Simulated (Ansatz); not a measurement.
`F[Si]1(F)[CH2][AlH]1` + H₂ → `F[SiH]1[CH2][AlH]1` + H–F at 700 K and 1 bar (hydrogenolysis of the Si–F bond).

Isolated molecules relaxed with PBE0-D4/def2-TZVP in Ansatz; ΔE leaves out vibrations. CBS: MP2 limit from def2 TZ/QZ plus the TZ coupled-cluster correction, frozen cores. This one scheme is used for every species.

```tsv
species	CCSD(T)/CBS energy (Eh)	H − E (kJ/mol)	S (J/(mol·K))
`F[Si]1(F)[CH2][AlH]1`	-770.61496	171.7	447.8
H₂	-1.17544	46.8	155.3
`F[SiH]1[CH2][AlH]1`	-671.34781	179.7	417.9
H–F	-100.39570	45.2	198.5
```

H − E and S are ideal-gas, rigid-rotor, harmonic terms from PBE0-D4/def2-TZVP, for one conformer and one mirror image of each species. The MP2-based limit puts H₂ 0.8 mEh under its directly extrapolated value; such offsets cancel only in part. 1 Eh = 2625.50 kJ/mol, R = 8.31446 J/(mol·K).

Task: By hand: ΔE, ΔH, ΔS and ΔG.

Result: ΔE = (-671.34781) + (-100.39570) − (-770.61496) − (-1.17544) = 0.04689 Eh = 123.1 kJ/mol. Δ(H − E) = 179.7 + 45.2 − 171.7 − 46.8 = 6.4, so ΔH = 129.5 kJ/mol. ΔS = 417.9 + 198.5 − 447.8 − 155.3 = 13.3 J/(mol·K). ΔG = 129.5 − 700 × (13.3)/1000 = 120.2 kJ/mol.

Task: By hand: the equilibrium constant, and the temperature at which ΔG would vanish if ΔH and ΔS stayed fixed.

Result: log₁₀ K = −ΔG/(RT ln 10) = -9.0. ΔG = 0 at ΔH/ΔS = 9737 K, far beyond where these terms or the molecules hold.

The number of gas molecules stays the same, so ΔS is small and ΔH decides. A doubt of 5 kJ/mol in ΔE shifts log₁₀ K by 0.4 here. Other conformers and mirror images would add mixing entropy, several J/(mol·K) or more a flexible species. These are equilibria of isolated gas molecules and say nothing of rates. Largest T1 diagnostic: 0.013 (customary marks: 0.02 for closed shells, 0.045 for open ones).
